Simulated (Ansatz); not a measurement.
Ansatz (a first-principles code) input (CCSD(T)/STO-3G):

Ansatz 0.2 input:
```yaml
crystal:
  periodic: [false, false, false]
  atoms:
    - {symbol: C, position_ang: [-1.94808577, 0.30992349, 0.25039090]}
    - {symbol: C, position_ang: [-1.60833114, -1.01390783, 0.29982029]}
    - {symbol: O, position_ang: [-0.28205442, -1.19551479, 0.12719660]}
    - {symbol: C, position_ang: [0.28839434, 0.05583041, -0.04452519]}
    - {symbol: C, position_ang: [-0.72164795, 0.96129621, 0.03069121]}
    - {symbol: C, position_ang: [1.72299767, 0.11043983, -0.24965494]}
    - {symbol: O, position_ang: [2.34567803, 1.13485397, -0.41206110]}
    - {symbol: H, position_ang: [-2.93176031, 0.73223706, 0.35733477]}
    - {symbol: H, position_ang: [-2.19178052, -1.90678239, 0.44708210]}
    - {symbol: H, position_ang: [2.21458903, -0.88166084, -0.24583456]}
basis:
  gaussian:
    orbitals: STO-3G
magnetization: {spin_polarized: true, initial_magnetization: 1}
correlation: {method: ccsd_t, electrons: outside_noble_gas}
```

End of the output:

```
integrals: 0.01 GiB planned
546 factors; integrals over basis functions are off by at most 5.5e-5 eV
mean field: 0.13 GiB planned
mean field evaluation 1: about -9145.1735 eV, gradient 2.7e1 eV
mean field evaluation 2: about -9145.4750 eV, gradient 2.7e1 eV
mean field evaluation 4: about -9151.4125 eV, gradient 3.3e0 eV
mean field evaluation 8: about -9151.6671 eV, gradient 9.8e-1 eV
mean field evaluation 16: about -9152.4231 eV, gradient 8.7e-2 eV
mean field evaluation 32: about -9152.1155 eV, gradient 1.5e-1 eV
mean field evaluation 64: about -9151.2773 eV, gradient 4.3e-1 eV
mean field evaluation 96: about -9152.0294 eV, gradient 1.3e0 eV
mean field evaluation 128: about -9141.8495 eV, gradient 6.0e0 eV
mean field evaluation 160: about -9148.9890 eV, gradient 2.9e0 eV
mean field evaluation 192: about -9149.7568 eV, gradient 5.5e-3 eV
mean field evaluation 224: about -9150.4914 eV, gradient 3.6e-2 eV
mean field evaluation 256: about -9148.2015 eV, gradient 2.9e-1 eV
mean field evaluation 288: about -9149.5832 eV, gradient 5.4e-2 eV
mean field evaluation 320: about -9149.5770 eV, gradient 3.8e-4 eV
mean field evaluation 352: about -9151.5351 eV, gradient 1.0e0 eV
mean field evaluation 384: about -9143.7392 eV, gradient 4.3e0 eV
mean field evaluation 416: about -9148.7091 eV, gradient 7.5e-4 eV
mean field evaluation 448: about -9151.5140 eV, gradient 1.5e0 eV
mean field evaluation 480: about -9151.9280 eV, gradient 4.3e0 eV
mean field -9152.42337136 eV, -336.3453551622 hartree, gradient 2.7e-6 eV, S^2 1.763589; 10 other end points of the search recorded, 0 dependent functions left out
determinant -9152.42337136 eV, -336.3453551622 hartree, with singles and doubles -9163.44673665 eV, -336.7504563647 hartree
determinant -9151.69609822 eV, -336.3186283673 hartree, with singles and doubles -9163.48485954 eV, -336.7518573551 hartree
determinant -9150.49146912 eV, -336.2743590644 hartree, with singles and doubles -9160.13259069 eV, -336.6286637469 hartree
determinant -9149.75675896 eV, -336.2473589638 hartree, with singles and doubles -9160.02354517 eV, -336.6246563982 hartree
determinant -9149.67198575 eV, -336.2442436058 hartree, with singles and doubles -9159.84728662 eV, -336.6181790156 hartree
determinant -9149.57695349 eV, -336.2407512346 hartree, with singles and doubles -9160.34293783 eV, -336.6363938617 hartree
determinant -9152.42337136 eV, -336.3453551622 hartree, with singles and doubles -9163.49481731 eV, -336.7522232961 hartree
determinant -9151.69609822 eV, -336.3186283673 hartree, with singles and doubles -9163.52170553 eV, -336.7532114201 hartree
mean field evaluation 512: about -9151.6961 eV, gradient 1.5e-5 eV
7 core orbitals not correlated
reference -9151.69609823 eV, -336.3186283675 hartree; 18, 17 occupied and 13, 14 virtual orbitals, 546 factors
second order -8.65506912 eV of doubles, -0.00000000 eV of singles
coupled cluster: 0.10 GiB planned
cycle   1  -11.82561378 eV  change   -6.5e-6 eV  update   1.4e-5
coupled cluster: 0.10 GiB planned
perturbative correction -0.40811423 eV, -0.0149979212 hartree
Total energy: -9163.92982624 eV, -336.7682095795 hartree
```

It need not be the lowest isomer of its formula.

The determinant is spin-contaminated: <S^2> is 1.41 against 0.75 for a pure state.
